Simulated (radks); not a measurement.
The mean radii <r> (bohr) of the occupied orbitals of an atom or ion are listed with their occupations. Method: scalar-relativistic Kohn-Sham, LDA (Slater exchange, Perdew-Wang correlation), spin-polarised, spherical densities, finite nucleus; Fermi nuclear charge, rms radius of each element as measured or else 0.836 A^(1/3) + 0.57 fm; computed with a radial shooting solver on a logarithmic mesh with Libxc functionals.

| orbital | occ. | <r> |
|---|---|---|
| 1s | 2 | 0.01716 |
| 2s | 2 | 0.07241 |
| 2p | 6 | 0.06525 |
| 3s | 2 | 0.1873 |
| 3p | 6 | 0.1883 |
| 3d | 10 | 0.1705 |
| 4s | 2 | 0.4154 |
| 4p | 6 | 0.4422 |
| 4d | 10 | 0.4684 |
| 5s | 2 | 0.9504 |
| 4f | 14 | 0.5160 |
| 5p | 6 | 1.099 |
| 5d | 8 | 1.558 |

Name the element and its charge.

Answer. Z = 78, platinum, charge +2: Pt2+ in [Kr] 4d10 4f14 5s2 5d(up 4, down 4) 5p(up 3, down 3). The 1s radius gives Z: for a bare nucleus <r> = (2 gamma + 1)/(2Z) with gamma = sqrt(1 - (Z/c)^2), 0.01695 bohr for Z = 78, and screening makes it slightly larger (0.01716 here). The occupations add up to 76, and the charge is Z minus that.
